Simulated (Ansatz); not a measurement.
Cartesian coordinates (Å):
```xyz
6

C     -0.5191     0.0058    -0.0054
B      1.0116    -0.0113     0.0106
O      2.2162    -0.0248     0.0232
H     -0.9032    -0.7013    -0.7424
H     -0.9163    -0.2689     0.9730
H     -0.8892     1.0004    -0.2590
```
Charge +1, spin multiplicity 2.

Computed with frozen-core CCSD(T)/cc-pVTZ // B3LYP-D3(BJ)/def2-TZVP in Ansatz (a quantum-chemistry and plane-wave program). The geometry is that of the parent before the electron was removed.

| Property | Result |
|---|---|
| HF energy | -138.88517 Ha |
| MP2 correlation energy | -0.41793 Ha |

Q: Estimate the CCSD correlation energy, the (T) correction, the total energy and the T1 diagnostic.

A: 
```
Property                        Result
-----------------------  -------------
CCSD correlation energy    -0.44992 Ha
(T) correction             -0.01586 Ha
CCSD(T) total energy     -139.35096 Ha
T1 diagnostic                    0.020
```
